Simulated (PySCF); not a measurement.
Sb4, optimised at PBE/def2-SVP:

```xyz
4

Sb     1.6591    -0.1643    -0.5103
Sb    -0.9785    -1.2611    -0.7187
Sb    -0.1043    -0.0916     1.7454
Sb    -0.6173     1.5738    -0.5276
```

Method: PySCF energies (xtb for GFN2) plus ideal-gas RRHO corrections (1 bar). All species are closed-shell singlets. Sb: scalar-relativistic def2 core potential, no spin-orbit coupling.

**Question.** List the harmonic frequencies (cm⁻¹, unscaled) at this level and at the other levels, each on its own geometry.

**Answer.** 
- PBE/def2-SVP: 133, 134, 173, 173, 173, 234
- GFN2-xTB: 130, 130, 165, 165, 165, 221
- PBE0/def2-TZVP: 142, 142, 184, 184, 184, 248
